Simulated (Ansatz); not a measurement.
Consider the formal exchange of groups at the Si–C bond: `C[SiH2]C` + `ClC[TeH]` → `C[SiH2][TeH]` + `CCCl`.

Isolated molecules relaxed with PBE0-D4/def2-TZVP in Ansatz; ΔE leaves out vibrations. CCSD(T)/CBS is the MP2 limit (def2-TZVPP, def2-QZVPP) plus CCSD(T) − MP2 in def2-TZVPP, frozen cores. Functionals use def2-TZVPP. Elements past krypton have def2 core potentials. For Te outer-core shells are correlated without core-valence functions, which leaves a few kJ/mol of doubt a bond.

`C[SiH2]C`:

Z-matrix (Å, degrees):
```
C
Si 1 1.872
H 1 1.093 2 110.9
H 1 1.092 2 111.0 3 120.0
H 1 1.093 2 110.9 3 -120.0
C 2 1.872 1 111.5 3 60.0
H 2 1.491 1 109.5 3 -178.7
H 2 1.491 1 109.5 3 -61.3
H 6 1.092 2 111.0 1 -180.0
H 6 1.093 2 110.9 1 -60.0
H 6 1.093 2 110.9 1 60.0
```

`ClC[TeH]`:

Z-matrix (Å, degrees):
```
C
Te 1 2.155
Cl 1 1.766 2 109.0
H 1 1.086 2 109.8 3 -118.6
H 1 1.086 2 109.9 3 118.6
H 2 1.661 1 92.5 3 179.7
```

`C[SiH2][TeH]`:

```xyz
9

C    -0.537   -1.099    0.228
Si    0.032    0.414   -0.705
Te    0.507    2.351    0.803
H    -0.761   -1.912   -0.469
H    -1.435   -0.878    0.808
H     0.239   -1.442    0.916
H    -1.032    0.927   -1.608
H     1.239    0.102   -1.514
H     1.748    1.536    1.541
```

`CCCl`:

Cartesian coordinates in Å:
```
C -0.433 0.667 -0.060
C 0.296 -0.652 -0.063
Cl 1.592 -0.685 1.168
H -1.217 0.655 -0.823
H 0.248 1.491 -0.280
H -0.898 0.855 0.909
H 0.779 -0.847 -1.020
H -0.367 -1.484 0.169
```

```tsv
level	ΔE (kcal/mol)
ωB97X-V	-18.9
BLYP	-17.2
LC-ωPBE	-19.4
SCS-MP2/def2-QZVPP	-18.3
```

Question: What does CCSD(T)/CBS give? (Best estimate.)

Answer: Ansatz gave: -18.5 kcal/mol. The listed levels differ from it by -0.4, 1.3, -0.9, 0.2 kcal/mol.

Question: What do rigid-rotor, harmonic-oscillator terms from PBE0-D4/def2-TZVP frequencies (298.15 K, 1 bar) make of the CCSD(T)/CBS value? (Estimate.)

Answer: The calculation gave: ΔZPE = +1.6 kcal/mol, ΔH = -17.0 kcal/mol, ΔS = -1 J/(mol·K), ΔG = -16.9 kcal/mol.

Largest T1 diagnostic among the species: 0.010.

Leaving LDA and LC-ωPBE aside and taking each functional with its dispersion term where it has one, the values, not all of them listed here, spread over 3.4 kcal/mol, from r2SCAN0-D4 to BLYP-D4. LDA lies −1.0 kcal/mol from PBE without D4. At CCSD(T), def2-SVP lies −3.9 kcal/mol from the extrapolated value and def2-TZVPP +0.2 kcal/mol.
